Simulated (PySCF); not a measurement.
Compound: C₇H₁₂FNO.
SMILES with atom numbers: `[CH3:1][CH:2]([CH3:3])[O:4][C@@H:5]([CH3:6])[C@H:7]([F:8])[C:9]#[N:10]` (hydrogens: H11, H12, H13 on C1; H14 on C2; H15, H16, H17 on C3; H18 on C5; H19, H20, H21 on C6; H22 on C7)

Computed with PBE0-D3(BJ)/def2-SVP geometry optimisation, gas phase (PySCF 2.14.0).

**Question.** What internal coordinates does the optimisation give?

**Answer.** 
| bond | length (Å) |
| --- | --- |
| C1–C2 | 1.514 |
| C2–C3 | 1.519 |
| C2–O4 | 1.422 |
| O4–C5 | 1.398 |
| C5–C6 | 1.515 |
| C5–C7 | 1.531 |
| C7–F8 | 1.368 |
| C7–C9 | 1.469 |
| C9≡N10 | 1.156 |
| C1–H11, C1–H12, C1–H13 | 1.100 |
| C2–H14 | 1.109 |
| C3–H15, C3–H16, C3–H17 | 1.100 |
| C5–H18 | 1.107 |
| C6–H19, C6–H20, C6–H21 | 1.100 |
| C7–H22 | 1.104 |

Bonds in one row agree within 0.01 Å and their mean is given. A selection of angles:
| angle | degrees |
| --- | --- |
| C1–C2–C3 | 112.5 |
| C1–C2–O4 | 106.5 |
| C3–C2–O4 | 111.3 |
| C2–O4–C5 | 116.5 |
| O4–C5–C6 | 111.9 |
| O4–C5–C7 | 105.4 |
| C6–C5–C7 | 111.4 |
| C5–C7–F8 | 110.2 |
| C5–C7–C9 | 111.1 |
| F8–C7–C9 | 109.6 |
| C7–C9–N10 | 179.3 |

Dihedral angles: C1–C2–O4–C5 -159° (antiperiplanar); C2–O4–C5–C6 97° (anticlinal); O4–C5–C7–F8 -178° (antiperiplanar).

The 5 C–C bonds span 1.469 Å (C7–C9, drawn single) to 1.531 Å (C5–C7, drawn single), a spread of 0.062 Å. The C–O distances run from 1.398 Å (O4–C5, drawn single) to 1.422 Å (C2–O4, drawn single), a spread of 0.024 Å. Of the pairs four or more bonds apart, H16···H18 is among the closest relative to their van der Waals radii: 2.21 Å, 92 % of the sum of Bondi's values.

Point group: C1 (no symmetry element, even within 0.4 Å). Whether it is a minimum is left open (no frequencies). One conformer, not necessarily the lowest.
